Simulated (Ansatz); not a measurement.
Species: sum formula SiHCl2 (charge +1, singlet). 
Geometry from a B3LYP-D3(BJ)/def2-TZVP (Ansatz, a program for electronic structure) optimisation:
```xyz
4

Cl    -1.7007    -0.3216     0.0569
Si     0.0010     0.6388    -0.0062
Cl     1.6996    -0.3281    -0.0507
H      0.0034     2.1008    -0.0203
```
Charge +1, spin multiplicity 1.

Basis-set convergence of Hartree-Fock and CCSD correlation energies (hartree) with Ansatz. Cores are frozen in the correlated levels unless marked. No spin-orbit coupling. No relativistic terms.

| basis | functions | E(HF) | E(corr, CCSD) |
|---|---|---|---|
| aug-cc-pV(D+d)Z | 105 | -1208.31972 | -0.40988 |
| aug-cc-pV(T+d)Z | 188 | [?] | [?] |

Task: Fill in the missing entries.

Result: 
- aug-cc-pV(T+d)Z, E(HF): -1208.36409
- aug-cc-pV(T+d)Z, E(corr, CCSD): -0.51543
